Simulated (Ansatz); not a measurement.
CH$_{9}$GaSi$_{2}$, SMILES `[SiH3][SiH2][CH2][GaH2]`, relaxed with RKS PBE0-D4/def2-TZVP in Ansatz from a PBE-D4/def2-SVP geometry. The force threshold is 0.005 eV/Å; the program also tests the step.

The species carries charge 0 and has multiplicity 1.

Start:

```xyz
13

Si   -0.682    0.721    2.342
Si   -0.753   -0.078    0.127
C     0.963   -0.051   -0.683
Ga    0.868   -0.777   -2.523
H     0.283   -0.107    3.151
H    -2.035    0.662    3.002
H    -0.202    2.150    2.359
H    -1.719    0.765   -0.670
H    -1.302   -1.484    0.134
H     1.649   -0.665   -0.063
H     1.327    0.998   -0.697
H     0.578    0.201   -3.733
H     1.025   -2.335   -2.747
```

Question: How much energy does the relaxation release, and in how many steps? (Estimate.)

Answer: Ansatz gave: 3.16 kJ/mol, in 8 steps, 1 of them rejected.

Question: Which bonds change most? (Best estimate.)

Answer: The calculation gave: Si2–C3 from 1.897 to 1.874 Å; Si1–H5 from 1.507 to 1.489 Å; Si1–H7 from 1.507 to 1.489 Å; Si1–H6 from 1.507 to 1.489 Å.

Question: Give the relaxed structure. (An estimate is asked.)

Answer: Ansatz gave: 
```xyz
13

Si   -0.680    0.724    2.333
Si   -0.733   -0.084    0.137
C     0.954   -0.061   -0.679
Ga    0.855   -0.767   -2.513
H     0.244   -0.102    3.158
H    -2.031    0.692    2.959
H    -0.185    2.129    2.348
H    -1.694    0.739   -0.657
H    -1.274   -1.475    0.150
H     1.637   -0.669   -0.080
H     1.318    0.970   -0.693
H     0.543    0.209   -3.703
H     1.047   -2.306   -2.761
```
